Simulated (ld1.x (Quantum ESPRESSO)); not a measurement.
## Varying the TM potential for I

Base potential:

| Quantity | Value |
| --- | --- |
| Element | I (Z = 53) |
| Generator | ld1.x (Quantum ESPRESSO) 7.5 |
| Type | norm-conserving Troullier–Martins (Kleinman–Bylander form) |
| Functional | PBEsol |
| Relativity | scalar-relativistic |
| Frozen core | [Kr] 4d10 |
| Valence charge | 7 |
| Reference configuration | 5s2 5p4 (charge +1) |
| Partial waves | 5p (bound): rc 1.00 bohr; 5s (bound): rc 1.30 bohr |
| Local potential | the s channel |
| Core correction | none |

Cutoffs, loose and tight: the cutoffs (Ry, on a coarse ladder) from which the occupation-weighted sum of valence levels, in a spherical-Bessel basis at the reference potential, stays within 10 and 1 mRy of its value at 400 Ry. They do not see the model core or the augmentation charge, which bear on the density cutoff. Test errors are all-electron minus pseudo excitation energies from the reference, over the configurations 5s2 5p5; 5s2 5p3; 5s2 5p2; 5s2 5p1; 5s2 5p4.5; 5s2 5p5.3; 5s1 5p6. A dash means not determined; rows that change the core or the reference have their own tests. The largest error is taken over the tests solved by every variant that gives reliable tests at all: 5s2 5p1; 5s2 5p2; 5s2 5p3.

Cutoffs are not given where the Bessel-basis levels miss the radial ones by over 6 mRy, ghosts where they miss by over 20 mRy; a channel whose overlap is not positive is not tested.

| change | outcome | bound ghosts | largest test error (meV) |
| --- | --- | --- | --- |
| base | generated | not determined | -446 |
| core correction a·sin(br)/r model core inside 0.40 bohr | generated, misses its reference levels by 0.29 eV | not determined | -1438 |
| core correction a·sin(br)/r model core inside 0.56 bohr | generated | not determined | no test is counted, since the test run did not reproduce the reference configuration |
| core correction a·sin(br)/r model core inside 0.62 bohr | generated, misses its reference levels by 0.22 eV | not determined | -1105 |
| core correction a·sin(br)/r model core inside 0.72 bohr | generated, misses its reference levels by 0.22 eV | not determined | -1107 |
| core correction a·sin(br)/r model core inside 0.88 bohr | generated | not determined | -1120 |
| core correction a·sin(br)/r model core inside 0.94 bohr | generated | not determined | -1100 |

(1) What comes out with this change to the base: core correction a·sin(br)/r model core inside 1.08 bohr?

(2) What comes out with this change to the base: core correction a·sin(br)/r model core inside 1.20 bohr?

## Answers

(1) outcome: generated, misses its reference levels by 0.18 eV; bound ghosts: not determined; largest test error (meV): -996.

(2) outcome: generated, misses its reference levels by 0.15 eV; bound ghosts: not determined; largest test error (meV): -894.
